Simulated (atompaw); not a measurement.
PBEsol PAW (atompaw) dataset for Se (Z = 34), non-relativistic all-electron reference.

atompaw 4.2.0.5 was run on this input:

```
Se 34
GGA-PBESOL loggrid 1500 logderivrange -3 5 201
4 4 3 0 0 0
4 0 1.75
4 1 4.25
0 0 0
c
c
c
v
c
c
v
c
1
1.55 1.30 1.50 1.05
y
2.45
n
y
0.1
n
custom polynom gramschmidtortho sinc
bessel
1.55
1.55
1.45
1.55
PWSCFOUT
UPFDX 0.0125d0 UPFXMIN -7.d0 UPFZMESH 34.d0
END
```

Command:

```bash
atompaw < Se.input > Se.log
```

The program printed (summary file):

```
Completed calculations for Se (AE)

 Exchange-correlation type: GGA, Perdew-Burke-Ernzerhof modified (PBEsol)

 Radial integration grid is logarithmic
 r0 =   2.4881001E-04 h =   8.4595402E-03   n =      1500 rmax =   8.0000000E+01

 Non-relativistic calculation

 AEatom converged in  34 iterations
   nz     =  34.00
   delta  =       3.410112759322E-17

 All Electron Orbital energies:
  n  l      occupancy      energy
  1  0      2.0000000E+00 -9.0345699E+02
  2  0      2.0000000E+00 -1.1473676E+02
  3  0      2.0000000E+00 -1.5152708E+01
  4  0      1.7500000E+00 -1.2434728E+00
  2  1      6.0000000E+00 -1.0305767E+02
  3  1      6.0000000E+00 -1.1138707E+01
  4  1      4.2500000E+00 -4.9208371E-01
  3  2      1.0000000E+01 -4.0307637E+00

 Total energy
   Total                    :    -4798.90307402986491

 ---
 Completed calculations for Se (SC)

 Exchange-correlation type: GGA, Perdew-Burke-Ernzerhof modified (PBEsol)

 Radial integration grid is logarithmic
 r0 =   2.4881001E-04 h =   8.4595402E-03   n =      1500 rmax =   8.0000000E+01

 Non-relativistic calculation

 SCatom converged in   1 iterations
   nz     =  34.00
   delta  =       1.332446222420E-17

 Valence Electron Orbital energies:
  n  l      occupancy      energy
   4  0      1.7500000E+00 -1.2434728E+00
   4  1      4.2500000E+00 -4.9208371E-01

 Total energy
   Total                    :    -4798.90307402950111
   Valence                  :     -183.30270487579179

 PAW parameters:
       lmax =            1
         rc =    1.5522783379763911
        irc =         1034
   rc_shape =    1.3106240461117815
    rc_vloc =    1.5006225717043209
    rc_core =    1.0518059572119771
   Vloc: truncated form - Vps(r)=A.sin(qr)/r for r<rc
   Projector type: polynomial pseudization + Gram-Schmidt ortho.
   Sinc^2 compensation charge shape zeroed at   1.3106E+00

 Number of basis functions     4
 No.   n  nodes  l      Energy         Cp coeff         Occ
  1    4    3    0   -0.1243473E+01  0.1000000E+01  0.1750000E+01
  2  999    4    0    0.2450000E+01 -0.1054947E-01  0.0000000E+00
  3    4    2    1   -0.4920837E+00  0.1000000E+01  0.4250000E+01
  4  999    3    1    0.1000000E+00 -0.5164132E-01  0.0000000E+00

 Eigenvalues of overlap operator (in the basis of projectors):
    1        3.85331293E-02
    2        2.55614800E+00
    3        2.59404108E+00
    4        5.74931476E+00

 Orbital leakage outside PAW augmentation regions
   orb  is_core?  %out_of_sphere
   1 0    T          -0.00
   2 0    T           0.00
   3 0    T           0.10
   4 0    F          62.32
   2 1    T           0.00
   3 1    T           0.22
   4 1    F          78.76
   3 2    T           1.41

 Summary of PAW energies
   Total valence energy     :   -183.30270500215522
   Smooth energy            :     23.05669350510466
   One center               :   -206.35939850725990
   Smooth kinetic           :      6.22176064757953
   Vloc energy              :      1.47605100014049
   Smooth exch-corr         :    -19.97238808122866
   One-center xc            :   -150.15182185998754
```

The run took about 0.46 s on one core of a shared server CPU.
